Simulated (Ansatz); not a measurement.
Frontier orbitals of C9H8O3W, SMILES `C[C@@]12[C@H]3[C@H]4[C@H]5[C@@H]1[WH-3]4532([C]#[O+])([C]#[O+])[C]#[O+]`.

The species carries charge 0 and has multiplicity 1. Correlated methods include outer-core shells of W, which these sets cover unevenly. W takes the def2 core potential. All single points use the PBE0-D4/def2-TZVP geometry. Basis def2-TZVPP, Ansatz.

Orbital energies of one run (eV). Highest occupied ones, from the top: -5.94, -6.05, -7.54, -7.80, -8.55, -10.14, -10.67, -10.73, -11.03, -11.12, -11.42, -11.46, -11.69, -11.83. Empty: -1.42, -1.28, -0.65, -0.58, 0.02, 0.24.

Question: Which functional gave them?
A. r2SCAN
B. revPBE
C. r2SCANh
D. PBE0

Answer: C. HOMO energies: r2SCANh -5.94, revPBE -5.33, PBE0 -6.34, r2SCAN -5.59 eV.
